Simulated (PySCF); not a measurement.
Species: trans-Zr(PH3)2F4 (singlet state).
Structure used (PBE0-D3(BJ)/def2-SVP), in Å, numbered top down from 1:
```xyz
13
F4H6P2Zr angstrom
Zr     1.132    0.684   -0.174
P     -0.095   -0.451    2.328
H     -0.408    0.423    3.401
H      0.592   -1.437    3.082
H     -1.350   -1.112    2.270
P     -0.889   -0.204   -2.189
H     -0.585   -1.084   -3.259
H     -1.566    0.789   -2.940
H     -2.041   -0.887   -1.718
F      2.389    1.278    1.137
F     -0.471    1.720    0.143
F      1.905    1.449   -1.745
F      1.419   -1.219   -0.314
```

Theory: TDDFT CAM-B3LYP/def2-SVPD, vertical, gas phase, core orbitals frozen in the response, def2 core potentials past Kr in PySCF. Spin–orbit coupling is left out. The geometry optimisation had not met its thresholds, so the values belong to a structure short of the stationary point.

Transition dipole moments from the ground state, in atomic units and in the frame of the coordinates above (overall signs are arbitrary), for the states with f of 0.002 or more among the lowest 9:

```
state  E (eV)      μx      μy     μz
   S1   6.582   0.093  -0.021  0.534
   S2   6.892  -0.205  -0.156  0.034
   S3   7.354   0.203  -0.312  0.001
   S5   7.566   0.144  -0.050  0.856
   S6   7.712  -0.701  -0.376  0.149
   S8   7.887   0.206  -0.334  0.253
   S9   7.894  -0.027   0.324  0.354
```

Work out the oscillator strengths.

f = (2/3) ΔE |μ|² with ΔE in hartree (27.2114 eV).

```json
{"state": "S1", "|μ|² (au)": "0.294", "|μ| (D)": "1.38", "f": "0.047"}
{"state": "S2", "|μ|² (au)": "0.068", "|μ| (D)": "0.66", "f": "0.011"}
{"state": "S3", "|μ|² (au)": "0.138", "|μ| (D)": "0.95", "f": "0.025"}
{"state": "S5", "|μ|² (au)": "0.756", "|μ| (D)": "2.21", "f": "0.140"}
{"state": "S6", "|μ|² (au)": "0.656", "|μ| (D)": "2.06", "f": "0.124"}
{"state": "S8", "|μ|² (au)": "0.218", "|μ| (D)": "1.19", "f": "0.042"}
{"state": "S9", "|μ|² (au)": "0.231", "|μ| (D)": "1.22", "f": "0.045"}
```

What angle do the transition dipoles of S2 and S5 make?

|cos θ| = |μa·μb| / (|μa| |μb|) = 0.03, so θ ≈ 88° (taken between 0 and 90°, since the signs are arbitrary).

How is the summed strength of these states shared among x, y and z?

(2/3) Σ ΔE μα² gives 0.121 for x, 0.091 for y and 0.223 for z, 0.435 in all.

What peak molar absorption coefficient would the strongest computed level give as a lone Gaussian band 0.4 eV wide at half height?

ε(max) = 2.175×10⁸ f / FWHM, with the width in cm⁻¹. S5: 2.175×10⁸ × 0.1402 / 3226 ≈ 9500 L mol⁻¹ cm⁻¹.

All these states lie below the vertical ionisation energy of 10.75 eV (ΔSCF).
